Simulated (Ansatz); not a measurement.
`[F][In]([Cl])[O][SiH3]` + H₂Se → `[F][In]([Cl])[SeH]` + silanol at 700 K and 1 bar (ligand exchange at the In–O bond).

Gas-phase electronic energies from Ansatz, PBE0-D4/def2-TZVP geometries. CBS: MP2 limit from def2 TZ/QZ plus the TZ coupled-cluster correction, frozen cores. def2 core potentials past Kr. For In, Se outer-core shells are correlated without core-valence functions, which leaves a few kJ/mol of doubt a bond. Scalar relativity is left out up to krypton. One conformer a species, not always the lowest.

```tsv
species	CCSD(T)/CBS energy (Eh)	H − E (kJ/mol)	S (J/(mol·K))
`[F][In]([Cl])[O][SiH3]`	-1115.57293	162.2	523.2
H₂Se	-2401.89790	61.1	251.1
`[F][In]([Cl])[SeH]`	-3150.81023	86.7	449.2
`O[SiH3]`	-366.69042	144.6	321.6
```

H − E and S are ideal-gas, rigid-rotor, harmonic terms from PBE0-D4/def2-TZVP, for one conformer and one mirror image of each species. 1 Eh = 2625.50 kJ/mol, R = 8.31446 J/(mol·K).

By hand: ΔE, ΔH, ΔS and ΔG.

ΔE = (-3150.81023) + (-366.69042) − (-1115.57293) − (-2401.89790) = -0.02982 Eh = -78.3 kJ/mol. Δ(H − E) = 86.7 + 144.6 − 162.2 − 61.1 = 8.0, so ΔH = -70.3 kJ/mol. ΔS = 449.2 + 321.6 − 523.2 − 251.1 = -3.5 J/(mol·K). ΔG = -70.3 − 700 × (-3.5)/1000 = -67.8 kJ/mol.

By hand: the equilibrium constant, and the temperature at which ΔG would vanish if ΔH and ΔS stayed fixed.

log₁₀ K = −ΔG/(RT ln 10) = 5.1. ΔG = 0 at ΔH/ΔS = 20086 K, far beyond where these terms or the molecules hold.

The number of gas molecules stays the same, so ΔS is small and ΔH decides. A doubt of 5 kJ/mol in ΔE shifts log₁₀ K by 0.4 here. Other conformers and mirror images would add mixing entropy, several J/(mol·K) or more a flexible species. Modes under 60 cm⁻¹, often nearly free rotors, make the harmonic entropy too high. These are equilibria of isolated gas molecules and say nothing of rates. Largest T1 diagnostic: 0.015 (customary marks: 0.02 for closed shells, 0.045 for open ones).
